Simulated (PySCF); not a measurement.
O₂Pb₂, SMILES [O]1[Pb]2=[Pb]1[O]2. The structure is a stationary point at B3LYP-D3(BJ)/def2-SVP. The def2 effective core potentials stand for the cores of Pb; spin–orbit coupling is left out.

Level of theory: B3LYP-D3(BJ)/def2-SVP (PySCF).

Harmonic wavenumbers (cm⁻¹): 103, 163, 397, 478, 537, 577. Rotational constants (GHz): 8.074, 0.4648, 0.4395; symmetry number 4.

Work out the zero-point energy and the ideal-gas rigid-rotor harmonic-oscillator thermochemistry at 298.15 K and 1 atm.

ZPE = ½ Σ hcν = ½ × 2255 cm⁻¹ = 3.22 kcal/mol. H − E(el) = 7.02 kcal/mol. Entropy in cal/(mol K): translation 44.18, rotation 26.90, vibration 8.67, total 79.74. G − E(el) = -16.75 kcal/mol. Cp = 16.81 cal/(mol K). Modes under 150 cm⁻¹ make the vibrational entropy uncertain.
